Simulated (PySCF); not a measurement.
# How methods differ on the ionisation energy of Ge⁺

Ge⁺ [Ar] 3d10 4s2 4p1 (2P) → Ge²⁺ [Ar] 3d10 4s2 (1S), as a difference of total energies. All numbers are calculated (PySCF 2.14, scalar relativity by spin-free X2C-1e, in aug-cc-pVDZ-DK (6s5p3d, 36 functions)). Correlated levels: valence: [Ar] 3d10 frozen. The calculations carry no spin-orbit coupling.

| method | ionisation energy (eV) |
| --- | --- |
| UHF | 15.231 |
| MP2 (valence) | 15.380 |
| SCS-MP2 (valence) | 15.360 |
| CCSD (valence) | 15.453 |
| CCSD(T) (valence) | 15.466 |
| CCSDT (valence) | 15.471 |
| FCI (valence) | 15.471 |

Question: How much does correlation contribute at CCSD(T) (valence)?

Answer: 15.466 − (15.231) = 0.235 eV, measured against UHF.

A first-order spin-orbit estimate (lowest level to lowest level, LS coupling) adds 0.129 eV.

Errors of the correlated levels include the incompleteness of this basis and the frozen core.

For comparison: 15.935 eV (measured; NIST Atomic Spectra Database, ionization energies).
